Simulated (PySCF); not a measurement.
**Orbital levels and atomic charges**

System: C34Cl2 (fullerene adduct).

Cartesian coordinates (Å):
```
  1 C     1.040   -0.806    2.785
  2 C    -0.137   -0.045    3.155
  3 C    -1.254   -0.763    2.768
  4 C    -0.835   -1.966    2.050
  5 C     0.584   -1.976    2.046
  6 C     1.257   -2.007    0.778
  7 C     2.025   -0.766    0.670
  8 C     1.717    0.000    1.850
  9 C     1.039    1.281    1.676
 10 C    -0.151    1.218    2.389
 11 C    -1.436    1.314    1.699
 12 C    -2.067    0.039    1.860
 13 C    -2.379   -0.765    0.739
 14 C    -1.558   -1.996    0.824
 15 C    -0.908   -2.451   -0.336
 16 C     0.557   -2.446   -0.354
 17 C     0.980   -1.939   -1.636
 18 C     1.762   -0.768   -1.722
 19 C     2.164   -0.115   -0.548
 20 C     2.006    1.394   -0.713
 21 C     1.184    2.098    0.439
 22 C    -0.178    2.282   -0.181
 23 C    -1.418    1.858    0.401
 24 C    -2.162    1.232   -0.637
 25 C    -2.560   -0.129   -0.517
 26 C    -2.139   -0.794   -1.712
 27 C    -1.335   -1.929   -1.606
 28 C    -0.171   -1.726   -2.451
 29 C     1.044    0.200   -2.590
 30 C     1.057    1.418   -1.915
 31 C    -0.171    2.016   -1.566
 32 C    -1.419    1.390   -1.907
 33 C    -1.422    0.183   -2.578
 34 C    -0.175   -0.408   -3.000
 35 Cl    3.587    2.149   -1.029
 36 Cl    1.872    3.725    0.868
```

Method: PBE0/6-31G*, gas phase, PySCF, fitting set def2-universal-JFIT up to Ne and JKFIT beyond, grid level 1.

The gap is small, so a closed-shell solution may not be the true ground state; the numbers describe that solution.

(1) Give the orbital energies near the gap.

(2) Give the partial charges of the non-hydrogen atoms.

## Answers

(1) 
```json
{"orbital": "HOMO-4", "eV": "-7.43"}
{"orbital": "HOMO-3", "eV": "-7.20"}
{"orbital": "HOMO-2", "eV": "-6.96"}
{"orbital": "HOMO-1", "eV": "-6.10"}
{"orbital": "HOMO", "eV": "-5.68"}
{"orbital": "LUMO", "eV": "-4.33"}
{"orbital": "LUMO+1", "eV": "-3.74"}
{"orbital": "LUMO+2", "eV": "-2.83"}
{"orbital": "LUMO+3", "eV": "-2.43"}
```

(2) 
| atom | Mulliken | IAO | Hirshfeld |
| --- | --- | --- | --- |
| C1 | -0.05 | -0.08 | -0.06 |
| C2 | -0.01 | 0.01 | 0.00 |
| C3 | -0.03 | 0.00 | -0.01 |
| C4 | 0.00 | -0.01 | 0.00 |
| C5 | 0.00 | 0.00 | 0.00 |
| C6 | 0.01 | -0.01 | 0.00 |
| C7 | 0.01 | -0.02 | -0.01 |
| C8 | 0.02 | 0.06 | 0.03 |
| C9 | 0.11 | -0.02 | 0.00 |
| C10 | 0.01 | 0.03 | 0.02 |
| C11 | 0.00 | -0.04 | -0.02 |
| C12 | -0.01 | 0.01 | 0.01 |
| C13 | 0.02 | 0.01 | 0.02 |
| C14 | 0.02 | 0.01 | 0.01 |
| C15 | 0.00 | -0.05 | -0.02 |
| C16 | 0.02 | 0.02 | 0.02 |
| C17 | 0.00 | -0.02 | -0.01 |
| C18 | 0.00 | 0.00 | 0.00 |
| C19 | 0.11 | 0.02 | 0.01 |
| C20 | -0.30 | 0.02 | 0.06 |
| C21 | -0.27 | 0.03 | 0.06 |
| C22 | 0.09 | 0.08 | 0.05 |
| C23 | 0.04 | -0.02 | -0.01 |
| C24 | -0.03 | 0.03 | 0.02 |
| C25 | 0.03 | -0.02 | -0.01 |
| C26 | -0.02 | 0.00 | 0.00 |
| C27 | 0.01 | 0.03 | 0.01 |
| C28 | -0.04 | 0.04 | 0.01 |
| C29 | 0.02 | 0.00 | 0.00 |
| C30 | 0.08 | 0.04 | 0.02 |
| C31 | 0.04 | -0.01 | -0.01 |
| C32 | -0.01 | -0.02 | -0.01 |
| C33 | 0.01 | 0.04 | 0.02 |
| C34 | 0.02 | -0.03 | -0.01 |
| Cl35 | 0.06 | -0.05 | -0.08 |
| Cl36 | 0.04 | -0.08 | -0.09 |
